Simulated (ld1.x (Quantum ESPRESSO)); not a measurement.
# Varying the ultrasoft potential for Cr

Base potential:

chromium (Cr), ultrasoft, made with ld1.x (Quantum ESPRESSO) 7.5 (LDA (PZ), scalar-relativistic). Core [Ne] 3s2, reference 3p6 3d5 4s0.75 4p0.25. Waves: 4s (bound): rcut 2.35, rcutus 2.70 bohr; 4s channel at 1.05 Ry: rcut 2.35, rcutus 2.70 bohr; 3p (bound): rcut 1.35, rcutus 1.60 bohr; 4p (bound): rcut 1.35, rcutus 1.60 bohr; 3d (bound): rcut 1.55, rcutus 2.05 bohr; 3d channel at 0.25 Ry: rcut 1.55, rcutus 2.05 bohr. Local part: all-electron potential smoothed inside 1.65 bohr (lloc = -1). Core correction: a·sin(br)/r model core inside 1.30 bohr. Augmentation charge: PSQ, inside the norm-conserving radii.

All-electron outer shells of the reference configuration (LDA (PZ), scalar-relativistic, ld1.x):

| shell | level (eV) | outermost node (bohr) | outermost maximum (bohr) |
| --- | --- | --- | --- |
| 2p | -560.66 | – | 0.20 |
| 3s | -73.93 | 0.36 | 0.78 |
| 3p | -45.72 | 0.33 | 0.80 |
| 4s | -4.46 | 1.12 | 2.71 |
| 3d | -3.49 | – | 0.84 |
| 4p | -1.31 | 1.25 | 3.85 |

Cutoffs, loose and tight: the cutoffs (Ry, on a coarse ladder) from which the occupation-weighted sum of valence levels, in a spherical-Bessel basis at the reference potential, stays within 10 and 1 mRy of its value at 400 Ry. They do not see the model core or the augmentation charge, which bear on the density cutoff. Test errors are all-electron minus pseudo excitation energies from the reference, over the configurations 3p6 3d5 4s1 4p0; 3p6 3d5 4s0 4p0; 3p6 3d4 4s0 4p0; 3p6 3d4 4s2 4p0; 3p6 3d5 4s0.5 4p0; 3p5 3d5 4s1 4p0; 3p6 3d6 4s0 4p0 (two spin-polarised tests are not counted in the largest error). A dash means not determined; rows that change the core or the reference have their own tests.

```csv
change,outcome,"cutoff, loose","cutoff, tight",bound ghosts,largest test error (meV)
base,generated,35 Ry,55 Ry,none,-17
core correction none,generated,35 Ry,55 Ry,none,-13
core correction a·sin(br)/r model core inside 0.66 bohr,generated,35 Ry,55 Ry,none,-18
core correction a·sin(br)/r model core inside 0.82 bohr,generated,35 Ry,55 Ry,none,-18
core correction a·sin(br)/r model core inside 1.00 bohr,generated,35 Ry,55 Ry,none,-18
core correction a·sin(br)/r model core inside 1.16 bohr,generated,35 Ry,55 Ry,none,-18
core correction a·sin(br)/r model core inside 1.28 bohr,generated,35 Ry,55 Ry,none,-17
core correction a·sin(br)/r model core inside 1.46 bohr,generated,35 Ry,55 Ry,none,-16
core correction a·sin(br)/r model core inside 1.58 bohr,generated,35 Ry,55 Ry,none,-16
core correction a·sin(br)/r model core inside 1.78 bohr,generated,35 Ry,55 Ry,none,-15
core correction a·sin(br)/r model core inside 1.88 bohr,generated,35 Ry,55 Ry,none,-14
```
